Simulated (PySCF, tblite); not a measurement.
A set of runs on `[GaH3]`; the geometry of each is named by its level. Settings lines and outputs come from a driver script.

Compound: GaH₃.
Hydrogens: H2, H3, H4 on Ga1.

Step 1: GFN2-xTB geometry optimisation, gas phase (tblite 0.8.0) (from a force-field or distance-geometry start)
```json
{"job": {"kind": "relax", "xc": "GFN2-xTB", "basis": "xTB"}, "charge": 0, "multiplicity": 1}
```
```
step      E/eV     max force
  0     -72.63440    2.900
  1     -72.76609    1.394
  2     -72.81759    0.636
...
 14     -72.96345    0.022
 15     -72.96349    0.018
 16     -72.96352    0.017
 17     -72.96354    0.013
 18     -72.96354    0.007
```

Energy lowered by 7.6 kcal/mol over 18 steps; largest atomic force 0.007 eV/Å at the end. «max force» is the largest atomic force in eV/Å.

Time: under 0.1 s. Hardware: an Arm Neoverse N1 with one thread (shared host).

Step 2: GFN2-xTB harmonic vibrations, gas phase (tblite 0.8.0) (on the GFN2-xTB geometry)
```json
{"job": {"kind": "ir", "xc": "GFN2-xTB", "basis": "xTB"}, "charge": 0, "multiplicity": 1}
```
```
(table of modes left out)
```

6 modes from 490 to 1678 cm⁻¹ (unscaled, harmonic); zero-point energy 9.7 kcal/mol; all wavenumbers are real at this level.

On an Arm Neoverse N1 with one thread (shared host), this took under 0.1 s.

Step 3: PBE0-D3(BJ)/def2-SVP geometry optimisation, gas phase (PySCF 2.14.0) (from the GFN2-xTB geometry)
```json
{"job": {"xc": "PBE0", "basis": "def2-SVP", "d3": "d3bj", "grid": 1, "maxiter": 30, "shake": 0.01, "kind": "geom"}, "charge": 0, "multiplicity": 1}
```
```
step   0  E = -1926.11154595  max force = 0.016173
step   1  E = -1926.10900823  max force = 0.017234
step   2  E = -1926.11145481  max force = 0.011736
step   3  E = -1926.11252053  max force = 0.001367
step   4  E = -1926.11260252  max force = 0.001243
step   5  E = -1926.11261627  max force = 0.000238
optimisation converged
```

Final energy -1926.11262 Eh after 5 steps; dipole 0.01 D. Energies in Eh; «max force» is the largest Cartesian gradient component in Eh/bohr.

Hardware: one thread, AMD EPYC 7R13 (x86_64), on a shared host. Cost: 5.1 s, 0.26 GiB resident at most.

Final geometry (PBE0-D3(BJ)/def2-SVP):
```
atom  x, y, z in Å
Ga1    0.0084   -0.0050   -0.0108
H2     0.0213    1.2625    0.9178
H3     1.3626   -0.6773   -0.4374
H4    -1.3553   -0.6016   -0.5108
```

 (This holds for the electronic-property runs.)
